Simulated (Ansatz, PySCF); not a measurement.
Gas-phase reaction in SMILES: CB(C)O [dimethylborinic acid] → [CH2-]B(C)O + H+
Structures are relaxed separately at B3LYP-D3(BJ)/def2-TZVP in Ansatz (an electronic-structure program), one conformer each, not searched for the lowest. Frequencies are from Ansatz or PySCF.

Quantity: gas-phase deprotonation energy (enthalpy at 298 K, with B3LYP-D3(BJ) rigid-rotor harmonic-oscillator terms), in kcal/mol. Cores are frozen in the correlated levels unless marked. Spin-orbit coupling is left out. Non-relativistic unless marked X2C. Anions need diffuse functions: aug- sets have them; def2-D sets add few; the other sets have none. CBS(X,Y): correlation extrapolated as X^-3; Hartree-Fock from the larger set.

```json
[
 {"level": "HF/aug-cc-pVDZ", "program": "Ansatz", "gas-phase deprotonation energy (kcal/mol)": "387.6"},
 {"level": "PBE-D3(BJ)/def2-TZVPD", "program": "Ansatz + dftd3", "gas-phase deprotonation energy (kcal/mol)": "377.7"},
 {"level": "BLYP/def2-TZVPD", "program": "Ansatz", "gas-phase deprotonation energy (kcal/mol)": "377.1"},
 {"level": "PBE0/def2-QZVPP", "program": "Ansatz", "gas-phase deprotonation energy (kcal/mol)": "382.3"}
]
```

### Question
What does CCSD(T)/CBS(aug-cc-pVTZ,aug-cc-pVQZ) (Ansatz) give?

### Answer
379.8 kcal/mol
